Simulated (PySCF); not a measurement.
**C2H7FSi: core ionisation energies**

Compound: SiHMe2F, C₂H₇FSi.
Z-matrix (Å and degrees, PBE0-D3(BJ)/def2-SVP geometry), rows numbered from 1:
```
Si
H   1  1.4933
C   1  1.8638  2  110.85
H   3  1.1006  1  111.31  2    60.38
H   3  1.1018  1  110.41  2   -59.60
H   3  1.1013  1  110.82  2  -179.21
C   1  1.8635  2  111.04  3  -125.44
H   7  1.1006  1  111.07  2   -58.23
H   7  1.1013  1  110.71  2  -178.30
H   7  1.1015  1  110.82  2    61.82
F   1  1.6354  2  106.42  3   117.41
```

Computed with PySCF 2.14.0, delta-SCF UKS SCAN, pcX-2 on the ionised atom, pcseg-1 elsewhere, spin-free X2C. Each binding energy is the total energy of the core-ionised species, with the hole localised on one atom, minus that of the ground state; both are solved self-consistently, so orbital relaxation is included.

Task: Give the core binding energies atom by atom.

Result: 
| atom(s) | bonded to | level | binding energy (eV) | 2p1/2 (eV) | count |
| --- | --- | --- | --- | --- | --- |
| Si1 | F, 2 C and H | Si 2p3/2 | 107.50 | 108.13 | 1 |
| Si1 | F, 2 C and H | Si 1s | 1847.42 | – | 1 |
| C3/C7 | 3 H and Si | C 1s | 290.45 | – | 2 |
| F11 | Si | F 1s | 691.86 | – | 1 |

Task: Give the binding energy of F 1s of F11 in hartree and in kJ/mol.

Result: 691.86 eV = 25.4254 Eh = 66754 kJ/mol.

Task: Which photon energy gives electrons from F 1s of F11 a kinetic energy of 200 eV, and what is their de Broglie wavelength?

Result: hν = 691.86 + 200 = 891.86 eV, recoil neglected; λ = 12.264 Å/√(E/eV) = 0.87 Å.

Atoms equivalent by their bonding share one computed value, that of the first of them. Spin–orbit and ligand-field terms were added within each 2p shell after the spin-free SCF. 2p1/2 minus 2p3/2 (ligand field included): Si 0.63 eV. Isolated species at its PBE0-D3(BJ)/def2-SVP geometry, gas phase.

The run took 20 s on an AMD EPYC with one thread, no GPU, shared host with 64 logical CPUs at a one-minute load of 60, and the process peaked at 0.43 GiB of memory.
